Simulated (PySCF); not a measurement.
An unknown shows these calculated signals:

¹H NMR (400 MHz, computed): δ 7.24 (m, 1H), 4.89 (s, 2H), 2.01 (s, 3H).

¹³C{¹H} NMR (computed): δ 166.3 (CH), 123.1 (C), 111.5 (C), 16.9 (CH3).

Rapidly exchanging positions averaged, a single conformation, isolated molecule, non-relativistic Hamiltonian. Coordinates at the GFN2-xTB level; shieldings: GIAO PBE0/pcSseg-1; PySCF 2.14.0 with density-fitted response routines.

Scale: ¹H (σ = 31.72 ppm), ¹³C (σ = 186.93 ppm) vs TMS (reference shieldings calculated alike).

Which of these does the molecule contain: a nitrile, a Si–CH3 group, an N-methyl group, a Si–H bond, a C≡C triple bond, a non-aromatic C=C double bond?

Results:


- A nitrile: yes (δC 123.1).
- A Si–CH3 group: no.
- An N-methyl group: no.
- A Si–H bond: yes (δH 4.89 (s)).
- A C≡C triple bond: no.
- A non-aromatic C=C double bond: yes.

The data belong to `C/C(=C/F)[SiH2]C#N`, C4H6FNSi; they needn't prove each group on their own.

Carbon signals by region: 1 in the far downfield region (above 160 ppm), 2 in the sp2 and nitrile region (100–160 ppm), 1 below 50 ppm. Above 160 ppm: 166.3, alkene CH.

Splittings by ¹⁹F in the carbon and heteronuclear signals aren't shown, as no couplings were computed. Shifts are as computed. Against solution values, carbons near 30 ppm lie about +3 ppm off and those near 130 ppm about +5 ppm. Of 1309 compounds with measured shifts, 239 miss one by over three times the rms of a fit or turn the order of signals round; such compounds aren't used in these exercises. Multiplicities follow the n + 1 count of equivalent neighbours, as no J values were calculated; m marks all less simple cases, F and P coupling included.
